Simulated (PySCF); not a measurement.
# Polarisability and C₆ of K⁻ (potassium, charge -1)

[Ar] 4s2, closed-shell 1S. Calculation: PySCF 2.14, in aug-cc-pwCVTZ-X2C with one added diffuse shell each of s, p, d, f type (10s9p7d4f, 100 functions); the spin-free X2C one-electron Hamiltonian (Gaussian nucleus). Coupled (time-dependent) response in atomic units; α is the mean over directions.

| method | mean α (bohr³) | C₆ (like pair) | S(−4) |
| --- | --- | --- | --- |
| LC-wPBE | 1490 | 58010 | 1348000 |

S(−4) is the Cauchy moment in α(ω) = α(0) + S(−4) ω² + …

α(iu) at LC-wPBE:

```csv
u (hartree),α(iu) (bohr³)
0,1490
0.0500,494.2
0.100,176.1
0.200,53.47
0.300,27.04
0.500,12.43
0.750,7.124
1.00,4.823
1.50,2.691
2.00,1.715
3.00,0.8660
5.00,0.3470
```

A single London oscillator, α(iu) = α/(1 + u²/ω²), gives C₆ = (3/4) ω α². Matching the computed C₆ needs ω = 4 × 58010 / (3 × 1490²) = 0.0348 hartree.

For an ion, C₆ is the dispersion term alone; charge-induced terms of lower order in 1/R come first.
